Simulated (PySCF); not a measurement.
A structure optimised at r2SCAN-D4/def2-SVP, used in a PySCF frequency run:

```xyz
10

Sb    -0.3840    -0.4964     0.4061
H     -0.9369    -1.2394    -1.0424
Si    -0.8841     1.8489    -0.5646
H     -0.4407     1.9880    -1.9849
H     -0.1638     2.8608     0.2671
H     -2.3510     2.1223    -0.4834
Si     2.0231    -0.3749    -0.5338
H      2.0628     0.0931    -1.9525
H      2.6626    -1.7228    -0.4478
H      2.8052     0.5788     0.3108
```
Charge 0, spin multiplicity 1.

Task: Write its SMILES and formula.

Result: [SiH3][SbH][SiH3], H7SbSi2

Task: What are its rotational constants (standard atomic weights)?

Result: 3.2385, 2.2050, 1.3753 GHz
